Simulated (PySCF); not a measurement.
C₂H₆F₂Si, SMILES C[Si@H](F)CF. Geometry optimised at PBE-D3(BJ)/def2-SVP. The structure was generated by enumeration; whether it is a known compound was not checked. One conformer was computed; it need not be the lowest.

Task: Give the equilibrium geometry at PBE-D3(BJ)/def2-SVP (PySCF confirms it by a frequency run) as Cartesian coordinates in Å. (An estimate is asked for; the answer gives what the named calculation found.)

Result: One answer among several that fit: 
```xyz
11

C      1.9603    -0.5619    -0.6600
Si     0.3886     0.3483    -0.1986
F      0.5622     0.9658     1.3172
C     -1.0914    -0.8439    -0.1906
F     -2.2869    -0.1520    -0.0043
H      2.8381     0.1117    -0.5897
H      1.9071    -0.9427    -1.7008
H      2.1371    -1.4238     0.0151
H      0.0967     1.4997    -1.1154
H     -1.1353    -1.4040    -1.1557
H     -0.9752    -1.6067     0.6153
```
Charge 0, spin multiplicity 1.
